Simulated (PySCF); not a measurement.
From a computed spectrum to the compound

A species of 13 atoms with charge -1 has these harmonic modes (BP86, small Gaussian bases with core potentials, PySCF 2.14.0):

```
cm⁻¹  km/mol  symmetry
  77     0.0          
  78     3.4          
  79     3.6          
  89     0.0          
  98     2.7          
 158    22.4          
 160    21.0          
 236     0.0          
 266     1.9          
 276     0.0          
 277     0.0          
 308     0.0          
 320     1.6          
 329   147.3          
 330   145.7          
 349    91.5          
 351    19.9          
 422   197.7          
 424   204.4          
 424   204.5          
 445     0.0          
1464     0.3          
1464     0.3          
1465     5.4          
1466     0.0          
3348    16.8          
3349    17.0          
3350    45.7          
3351     2.3          
3438    11.0          
3438     5.0          
3438    11.3          
3438     1.0
```

Which species is it, and in which structure?

[La(NH2)4]− (singlet):
```xyz
13

La    0.0000    0.0000    0.0000
N     1.4396    1.4050    1.3061
H     2.3107    1.0498    1.7364
H     1.4572    2.4210    1.4875
N    -1.4395   -1.3061    1.4051
H    -1.4567   -1.4875    2.4213
H    -2.3108   -1.7363    1.0504
N     1.4396   -1.4050   -1.3061
H     1.4572   -2.4210   -1.4875
H     2.3107   -1.0498   -1.7364
N    -1.4395    1.3061   -1.4051
H    -2.3108    1.7363   -1.0504
H    -1.4567    1.4875   -2.4213
```
Ideal gas at 298.15 K and 1 bar: S = 462.1 J/(mol K), Cp = 184.7 J/(mol K), H − H(0 K) = 37.2 kJ/mol (rigid rotor, harmonic modes, spin degeneracy alone). 
 Other answers can fit too; this one was computed.
